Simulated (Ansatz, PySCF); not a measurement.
This Ansatz (a first-principles code) input computes a PBE0/def2-TZVPD energy:

Ansatz 0.2 input:
```yaml
crystal:
  periodic: [false, false, false]
  atoms:
    - {symbol: Si, position_ang: [-0.64024512, 0.77858955, 0.83913768]}
    - {symbol: Br, position_ang: [0.79302653, -0.97801025, -0.31551456]}
    - {symbol: F, position_ang: [-0.07405529, 2.07787832, -0.02444606]}
    - {symbol: F, position_ang: [-2.01399991, 0.51435556, -0.05387816]}
basis:
  gaussian:
    orbitals: def2-TZVPD
hamiltonian:
  xc: {name: PBE0}
total_charge: -1
output: {forces: true}
```

### Question
Write an input for the same energy in PySCF and say what it gives.

### Answer

```python
from pyscf import gto, scf, dft

mol = gto.M(
    atom='''
    Si   -0.64024512    0.77858955    0.83913768
    Br    0.79302653   -0.97801025   -0.31551456
    F    -0.07405529    2.07787832   -0.02444606
    F    -2.01399991    0.51435556   -0.05387816
    ''',
    basis='def2-tzvpd',
    charge=-1,
    spin=0,
    verbose=4,
)

mf = dft.RKS(mol, xc='pbe0').density_fit(auxbasis='def2-universal-jkfit')
mf.grids.level = 3
mf.conv_tol = 1e-9
mf.max_cycle = 100
mf.max_memory = 1500
mf.kernel()
if not mf.converged:
    mf = mf.newton()
    mf.kernel(mf.make_rdm1())
mf.analyze()
```
It gives -3063.05476 Eh, and Ansatz -3063.05471 Eh, a difference of 0.05 mEh, from the treatment of integrals and grids.
